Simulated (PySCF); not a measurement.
Cl3NbO, multiplicity 1. Atoms are numbered in the order given.

```xyz
5

Nb     0.0000     0.0000    -0.2244
O      0.0000     0.0000    -1.9109
Cl     1.8917     1.0922     0.4801
Cl    -1.8917     1.0922     0.4801
Cl     0.0000    -2.1844     0.4801
```
Charge 0, spin multiplicity 1.

Coordinates come from a B3LYP-D3(BJ)/def2-SVP optimisation. The spin state was assumed, not searched. The isomer is the one that the SMILES or the coordinates give; other isomers of the formula were not compared. The def2 effective core potentials stand for the cores of Nb; spin–orbit coupling is left out.

These are CAM-B3LYP/def2-TZVP in PySCF values and carry that method's errors.

The molecule is in vacuum.

```yaml
total_energy: -1513.12138 hartree
point_group: C3v
highest_occupied_level: -11.21 eV
lowest_empty_level: -2.44 eV
orbital_gap: 8.77 eV
dipole_moment: 1.09 D
quadrupole, principal values (traceless, Buckingham form, about the centre of nuclear charge): -2.90, 1.45, 1.45 D·Å
mean_static_polarisability: 77.5 bohr³ (11.49 Å³)
polarisability_principal_values: 66.3, 83.1, 83.1 bohr³
```
